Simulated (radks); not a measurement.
Valence configurations of Au (all share [Xe]). Calculated with a radial shooting solver on a logarithmic mesh with Libxc functionals: Dirac Kohn-Sham, PBEsol, spin-unpolarised, spherical densities, finite nucleus; open shells are shared between the two j in proportion to 2j + 1; Fermi nuclear charge, rms radius 5.4371 fm. Energies are relative to 4f14 5d10 6s1; eigenvalues in eV.

valence                E (eV)  e(4f5/2)  e(4f7/2)  e(5d3/2)  e(5d5/2)  e(6p1/2)
4f14 5d10 6s1           0.000   -83.100   -79.288    -7.867    -6.337         -
4f14 5d10 6p1           5.281   -85.218   -81.406    -9.961    -8.404    -2.290
4f14 5d9.5 6s1.5        0.706   -84.574   -80.761    -8.901    -7.326         -
4f14 5d8 6s1 6p2       17.695   -93.209   -89.395   -15.814   -14.051    -3.956
4f13 5d10 6s1 6p1      87.686   -99.772   -95.837   -13.215   -11.415    -2.660
4f14 5d9 6s2            1.701   -86.124   -82.311    -9.980    -8.358         -
4f13 5d10 6s2          81.800   -97.630   -93.694   -11.127    -9.350         -
4f14 5d10 6s0.5 6p0.5   2.580   -84.230   -80.418    -8.990    -7.447    -1.756
4f14 5d9 6s1 6p1        7.513   -88.190   -84.377   -11.979   -10.332    -2.677
4f13 5d8 6s2 6p2       105.71   -108.64   -104.70   -19.676   -17.664    -4.418

NIST lists [Xe] 4f14 5d10 6s1 as the ground configuration; this level of theory agrees among the configurations tried. The energies are those of spherical spin-averaged densities, not of single terms.
